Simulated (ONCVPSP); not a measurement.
**Configuration tests for platinum (Pt) (ONCV)**

platinum (Pt), optimised norm-conserving Vanderbilt (ONCV), made with ONCVPSP 4.0.1 (PBE, scalar-relativistic). Core [Kr] 4d10 4f14, reference 5s2 5p6 5d9 6s1. Waves: 5s+6s: rc 1.35 bohr, ncon 3, nbas 7, qcut 7.3 1/bohr, 2 projectors; 5p: rc 1.35 bohr, ncon 4, nbas 7, qcut 11.4 1/bohr, 2 projectors, debl 1.5 Ha; 5d: rc 1.40 bohr, ncon 3, nbas 7, qcut 7.7 1/bohr, 2 projectors, debl 1.7 Ha. Local part: polynomial inside 1.20 bohr (lpopt 4, dvloc0 2 Ha). Core correction: polynomial model core, fcfact 0.55.

In the p channel the program set the typed energies aside and used -2.059, 0.250 Ha.

Energies are relative to the spin-unpolarised reference configuration 5s2 5p6 5d9 6s1; without spin polarisation the order of configurations can differ from experiment.

```csv
valence configuration,charge,ΔE all-electron (eV),error AE − PS (meV)
5s2 5p6 5d9 6s0,+1,9.194,-5.1
5s2 5p6 5d8 6s0,+2,29.160,-6.7
5s2 5p6 5d7 6s0,+3,61.377,-18
5s2 5p6 5d6 6s0,+4,107.030,-46
```
